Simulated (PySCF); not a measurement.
Vertical excitations of a molecule C3H3ClF2 from TDA-PBE/def2-SVPD (PySCF), as energy in eV (oscillator strength): 5.52 (0.000), 5.90 (0.002), 6.68 (0.000), 6.97 (0.000), 7.00 (0.517), 7.35 (0.000), 7.56 (0.004), 7.64 (0.002), 7.77 (0.015), 7.95 (0.030). Lowest triplet (TDA): 4.17 eV. Geometry optimised at B3LYP-D3(BJ)/def2-SVP. The values are those of a single conformer.

**Question.** Which structure fits?
A) C/C(F)=C(\F)Cl
B) C=C(Cl)C(F)F
C) F[C@@H]1[C@H](F)[C@H]1Cl
D) FC(F)/C=C/Cl

**Answer.** A, C/C(F)=C(\F)Cl
